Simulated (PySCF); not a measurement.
From a computed spectrum to the compound

A species of 3 atoms with charge 0 has these harmonic modes (PBE0, small Gaussian bases with core potentials, PySCF 2.14.0):

```tsv
cm⁻¹	km/mol	symmetry
175	22.6	a'
550	124.3	a'
823	182.6	a'
```

(1) Which species is it, and in which structure?

## Answers

(1) SmOF (singlet in the valence; each metal's 4f electrons, 5 of them, lie in its core potential, out of spins and levels):
```xyz
3

Sm    0.0458    0.0000   -0.2096
O     1.5570    0.0000    0.8650
F    -1.6768    0.0000    0.9481
```
Ideal gas at 298.15 K and 1 bar: S = 304.3 J/(mol K), Cp = 48.4 J/(mol K), H − H(0 K) = 12.2 kJ/mol (rigid rotor, harmonic modes, spin degeneracy alone, that of the 4f electrons in the core included). An lcecp potential fixes the number of 4f electrons, so in runs with it no electron can move into or out of that shell.
 Other answers can fit too; this one was computed.
